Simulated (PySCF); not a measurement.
Orbital picture of MgAs⁺

MN15 at R = 2.566 Å; PySCF, scalar-relativistic core potentials, basis sets Mg aug-cc-pVDZ, As aug-cc-pVDZ-PP with ECP10. State: ³Σ⁻ (triplet), unpaired electrons π ↑↑. Only the outer orbitals are listed, counted within each symmetry, core potentials removing the inner ones.

```json
{"spin": "α", "orbital": "7σ", "occ.": "1", "ε (eV)": "-22.60", "on Mg (%)": "0", "main shells (%)": "100 As s"}
{"spin": "α", "orbital": "8σ", "occ.": "1", "ε (eV)": "-13.36", "on Mg (%)": "36", "main shells (%)": "61 As p, 31 Mg s"}
{"spin": "α", "orbital": "4π", "occ.": "1", "ε (eV)": "-12.46", "on Mg (%)": "4", "main shells (%)": "95 As p"}
{"spin": "α", "orbital": "4π", "occ.": "1", "ε (eV)": "-12.46", "on Mg (%)": "4", "main shells (%)": "95 As p"}
{"spin": "α", "orbital": "9σ", "occ.": "0", "ε (eV)": "-8.01", "on Mg (%)": "85", "main shells (%)": "68 Mg s, 17 As p, 17 Mg p"}
{"spin": "α", "orbital": "5π", "occ.": "0", "ε (eV)": "-5.06", "on Mg (%)": "93", "main shells (%)": "94 Mg p"}
{"spin": "α", "orbital": "5π", "occ.": "0", "ε (eV)": "-5.06", "on Mg (%)": "93", "main shells (%)": "94 Mg p"}
{"spin": "β", "orbital": "7σ", "occ.": "1", "ε (eV)": "-20.31", "on Mg (%)": "7", "main shells (%)": "92 As s"}
{"spin": "β", "orbital": "8σ", "occ.": "1", "ε (eV)": "-12.39", "on Mg (%)": "70", "main shells (%)": "70 Mg s, 28 As p"}
{"spin": "β", "orbital": "9σ", "occ.": "0", "ε (eV)": "-7.82", "on Mg (%)": "60", "main shells (%)": "39 As p, 31 Mg p, 28 Mg s"}
{"spin": "β", "orbital": "4π", "occ.": "0", "ε (eV)": "-7.32", "on Mg (%)": "25", "main shells (%)": "74 As p, 22 Mg p"}
{"spin": "β", "orbital": "4π", "occ.": "0", "ε (eV)": "-7.32", "on Mg (%)": "25", "main shells (%)": "74 As p, 22 Mg p"}
```

Q: Which are the highest filled and the lowest empty level, where do they sit, and how wide is the gap?

A: Highest filled β 8σ at -12.39 eV (in %: 70 Mg s, 28 As p); lowest empty α 9σ at -8.01 eV (in %: 68 Mg s, 17 As p, 17 Mg p); the gap at MN15 is 4.38 eV.

* bond order (Mayer): 1.01
* ⟨S²⟩: 2.104
* charge on Mg (Mulliken, basis-dependent): 0.74
* charge on Mg (Löwdin, basis-dependent): 0.88
* dipole moment (positive dipole points towards As; it is taken about the centre of mass and depends on that origin): -8.11 D

Spin–orbit coupling is left out. The state was picked by a PBE0 search and need not be the measured ground state.
